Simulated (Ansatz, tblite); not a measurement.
Removing and adding an electron: Ga4As4H14, a cluster cut from wurtzite GaAs (hydrogen-capped). Charge 0, multiplicity 1. Geometry: PBE-D4/def2-SVP. Ansatz, gas phase; energy differences of separate SCF runs; the oxidised species was run as a doublet alone; the reduced species was run as a doublet alone.

```xyz
22

Ga    1.316    0.456   -2.459
As    2.424    0.465   -0.133
Ga   -2.137    1.797   -0.446
As   -0.999   -0.035   -1.689
As   -0.701    1.666    1.689
Ga    1.161    0.041    1.968
Ga   -1.375   -2.333   -0.810
As   -0.005   -2.069    1.356
H     1.467    1.954   -2.933
H     1.972   -0.796   -3.161
H     3.195    1.753    0.136
H     3.621   -0.479   -0.058
H    -1.769    3.214   -1.036
H    -3.567    1.358    0.055
H    -1.777   -0.063   -3.004
H    -0.090    3.015    2.056
H    -1.546    1.504    2.949
H     1.962    0.070    3.322
H    -0.554   -3.408   -1.624
H    -2.850   -2.518   -0.278
H     1.060   -3.152    1.502
H    -0.808   -2.440    2.598
```

The xTB rows come from tblite. Single mean-field runs in def2-TZVP are fitted with def2-universal-jkfit. HOMO above LUMO, or a gap near zero within one spin, warns that the state may not be the lowest or that an electron is smeared out.

(1) Estimate orbital energies and vertical ionisation energies and electron affinities at: GFN1-xTB; GFN2-xTB; PBE-D4/def2-TZVP; PBE0-D4/def2-TZVP; r2SCAN0-D4/def2-TZVP.

Answers

(1) 
```tsv
level	−HOMO (eV)	vertical IE (eV)	−LUMO (eV)	vertical EA (eV)	HOMO–LUMO gap (eV)	IE − EA (eV)	remarks
GFN1-xTB	10.81	12.64	6.27	4.47	4.54	8.17	–
GFN2-xTB	10.67	12.53	6.39	4.57	4.27	7.96	–
PBE-D4/def2-TZVP	6.17	–	1.83	0.16	4.34	–	HOMO above zero (-1 doublet), gap within one spin near zero (-1 doublet)
PBE0-D4/def2-TZVP	7.19	8.60	1.09	-0.05	6.10	8.65	HOMO above zero (-1 doublet)
r2SCAN0-D4/def2-TZVP	7.36	8.68	1.01	-0.10	6.35	8.77	HOMO above zero (-1 doublet)
```

Run but left out: PBE-D4/def2-TZVP (charge +1 doublet: an occupied level 0.07 eV above an empty one).   A HOMO above zero means that the electron is unbound at that level or that self-interaction error raises the level; the energy of removing that electron tells which. Raw xTB energy differences between charge states are shifted by several eV; the methods need an empirical correction for them. Sets without diffuse functions give affinities that are too small. A negative affinity means that the extra electron isn't bound; its size then hangs on the basis.
